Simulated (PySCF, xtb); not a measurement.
CH₈FNSi₂, SMILES C([SiH2][SiH2]N)F. Other conformers were not sampled.

Harmonic wavenumbers (cm⁻¹) from GFN2-xTB (xtb) at its own minimum, in rising order: 27, 66, 92, 162, 182, 286, 352, 427, 455, 566, 567, 609, 639, 699, 713, 749, 767, 813, 829, 894, 1011, 1205, 1273, 1455, 1526, 2182, 2200, 2207, 2211, 2947, 2963, 3465, 3495.

Task: What does PBE-D3(BJ)/def2-SVP run with PySCF 2.14.0 give at its own minimum? (An estimate is asked for; the answer gives what the named calculation found.)

Result: 35, 122, 134, 185, 276, 309, 394, 411, 511, 524, 610, 626, 669, 742, 754, 810, 838, 888, 911, 948, 997, 1194, 1247, 1395, 1494, 2084, 2141, 2151, 2158, 2963, 3029, 3455, 3557. Paired by order, the mean absolute difference is 45 cm⁻¹ and the zero-point energies are 54.4 and 55.1 kcal/mol.
